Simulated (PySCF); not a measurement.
# Dipole response of Bi (bismuth, neutral)

[Xe] 4f14 5d10 6s2 6p3, high-spin 4S determinant. All numbers are calculated (PySCF 2.14, scalar relativity through the core potential, in aug-cc-pV5Z-PP with ECP60MDF (8s8p6d4f3g2h, 139 functions)). Coupled (time-dependent) response in atomic units; α is the mean over directions.

```
method  mean α (bohr³)  C₆ (like pair)  S(−4)
  PBE0           52.58           632.8  825.0
```

S(−4) is the Cauchy moment in α(ω) = α(0) + S(−4) ω² + …

Reference α: 48 ± 4 bohr³ (recommended; Schwerdtfeger and Nagle, table of static dipole polarizabilities (2023 update)). Published C₆: 513.0 (Gould and Bucko (2016)).

α(iu) at PBE0:

| u (hartree) | α(iu) (bohr³) |
| --- | --- |
| 0 | 52.58 |
| 0.0500 | 50.63 |
| 0.100 | 45.81 |
| 0.200 | 34.47 |
| 0.300 | 25.60 |
| 0.500 | 15.36 |
| 0.750 | 9.518 |
| 1.00 | 6.660 |
| 1.50 | 3.989 |
| 2.00 | 2.741 |
| 3.00 | 1.558 |
| 5.00 | 0.6994 |

A single London oscillator, α(iu) = α/(1 + u²/ω²), gives C₆ = (3/4) ω α². Matching the computed C₆ needs ω = 4 × 632.8 / (3 × 52.58²) = 0.305 hartree.

Energies and moments cover only the electrons outside the core potential. Spin-orbit coupling, which splits the p, d and f shells strongly at this Z, is absent. Spin-orbit coupling is strong in this species (close to jj coupling), so the high-spin LS determinant is a model state, not a physical level.
